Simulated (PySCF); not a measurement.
A side-by-side comparison of computed properties.

First species: H3SiCF3.
SMILES: `FC(F)(F)[SiH3]`

Second species: C4H3FO3Si.
SMILES: `O=C1C=C([SiH2]F)C(=O)O1`

Levels: PBE0/def2-SVPD for dipole moment, HOMO energy, LUMO energy, HOMO–LUMO gap, static isotropic polarisability and electronic spatial extent ⟨r²⟩ about the centre of nuclear charge; TDDFT PBE0/def2-SVPD for lowest singlet excitation; TDA PBE0/def2-SVPD for lowest triplet excitation (Tamm–Dancoff); GFN2-xTB for rotational constant A and rotational constant C. Geometries: GFN2-xTB. All species are isolated and taken at one optimised geometry, non-relativistic unless stated; the electronic structure was computed with PySCF and density fitting.

The conformers computed, where there is a choice (atom-mapped SMILES and torsion angles):
- `[O:1]=[C:2]1[CH:3]=[C:4]([SiH2:5][F:6])[C:7](=[O:8])[O:9]1`: C3–C4–Si5–F6 0°

Values for the first species:

| Quantity | Value |
| --- | --- |
| Dipole moment | 2.67 D |
| HOMO energy | -9.67 eV |
| LUMO energy | -0.17 eV |
| HOMO–LUMO gap | 9.50 eV |
| Lowest singlet excitation | 8.47 eV |
| Lowest triplet excitation (Tamm–Dancoff) | 7.53 eV |
| Static isotropic polarisability | 43.4 au |
| Electronic spatial extent ⟨r²⟩ about the centre of nuclear charge | 494 bohr² |
| Rotational constant A | 5.362 GHz |
| Rotational constant C | 2.892 GHz |

(1) Estimate the same properties for the second species, and the change in each.

## Answers

(1) 
```json
{"property": "dipole moment", "first": "2.67 D", "second": "2.99 D", "second less first": "+0.32 D"}
{"property": "HOMO energy", "first": "-9.67 eV", "second": "-8.93 eV", "second less first": "+0.74 eV"}
{"property": "LUMO energy", "first": "-0.17 eV", "second": "-3.57 eV", "second less first": "-3.40 eV"}
{"property": "HOMO–LUMO gap", "first": "9.50 eV", "second": "5.36 eV", "second less first": "-4.14 eV"}
{"property": "lowest singlet excitation", "first": "8.47 eV", "second": "3.67 eV", "second less first": "-4.80 eV"}
{"property": "lowest triplet excitation (Tamm–Dancoff)", "first": "7.53 eV", "second": "3.25 eV", "second less first": "-4.28 eV"}
{"property": "static isotropic polarisability", "first": "43.4 au", "second": "77.8 au", "second less first": "+34.4 au"}
{"property": "electronic spatial extent ⟨r²⟩ about the centre of nuclear charge", "first": "494 bohr²", "second": "1472 bohr²", "second less first": "+978 bohr²"}
{"property": "rotational constant A", "first": "5.362 GHz", "second": "2.542 GHz", "second less first": "-2.820 GHz"}
{"property": "rotational constant C", "first": "2.892 GHz", "second": "0.692 GHz", "second less first": "-2.200 GHz"}
```

On the first: The dipole equals about 8.9 × 10⁻³⁰ C·m (1 D = 3.33564 × 10⁻³⁰ C·m). The principal polarisabilities are 41.7, 41.7 and 46.8 au; their mean is the isotropic value.

On the second: The vertical singlet–triplet gap S1 − T1 is 0.42 eV (TDDFT singlet less Tamm–Dancoff triplet; S1: HOMO→LUMO, weight 0.98; T1: HOMO→LUMO, weight 0.96). The dipole equals about 10.0 × 10⁻³⁰ C·m (1 D = 3.33564 × 10⁻³⁰ C·m).
